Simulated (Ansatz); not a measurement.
# A geometry optimisation of C3H7F3OSi with PBE-D3(BJ)/def2-SVP

The starting geometry of this gas-phase triplet was optimised with GFN2-xTB as a singlet; its bonds are those of `CCO[C@H](F)[SiH](F)F`.

```xyz
15

C    -1.6554   -1.9092    1.5891
C    -0.4430   -1.7145    0.6975
C     1.3376   -0.1968    0.3726
F     2.3413   -1.1688    0.4583
F     3.1611    1.9929    0.1089
F     0.8182    2.5535    0.7196
O     0.2697   -0.5640    1.1501
Si    1.9625    1.4863    1.0340
H    -2.2928   -1.0302    1.5459
H    -2.2179   -2.7776    1.2585
H    -1.3388   -2.0581    2.6175
H     0.2164   -2.5904    0.7413
H    -0.7471   -1.5583   -0.3479
H     1.0795   -0.1854   -0.7037
H     2.3359    1.5297    2.4217
```

**Question.** Predict what becomes of its bonds when it is optimised with PBE-D3(BJ)/def2-SVP.

**Answer.** It loosens into C3H6FO + F2HSi, which stay close as a complex. Contacts that open: C3–Si8 (1.91 → 2.85 Å).

The energy falls by 3.43 eV over 54 steps:

| step | E − E(last) (eV) |
| --- | --- |
| 1 | 3.435 |
| 7 | 0.758 |
| 13 | 0.196 |
| 19 | 0.142 |
| 25 | 0.024 |
| 30 | 0.007 |
| 36 | 0.005 |
| 42 | 0.004 |
| 48 | 0.001 |
| 54 | 0.000 |

Final geometry (Å):

```xyz
15

C    -1.4948   -2.0088    1.8102
C    -0.2516   -1.6718    1.0158
C     0.4913    0.0237   -0.4668
F     1.3031   -0.8624   -1.1036
F     3.6123    1.8066    2.2299
F     2.5667    2.0400   -0.1274
O    -0.5389   -0.5154    0.1977
Si    2.5249    1.0976    1.2198
H    -2.3448   -2.2296    1.1348
H    -1.3106   -2.9010    2.4404
H    -1.7841   -1.1673    2.4700
H     0.6092   -1.4297    1.6788
H     0.0585   -2.5117    0.3585
H     0.2112    0.8908   -1.0930
H     1.1748    1.2479    1.8985
```

The end wasn't checked by frequencies. Open shells are spin-unrestricted. The triplet needn't be the ground state. Run with Ansatz 0.2.0, 3.3 min on 4 threads of Arm Neoverse V1, with other jobs on the host.
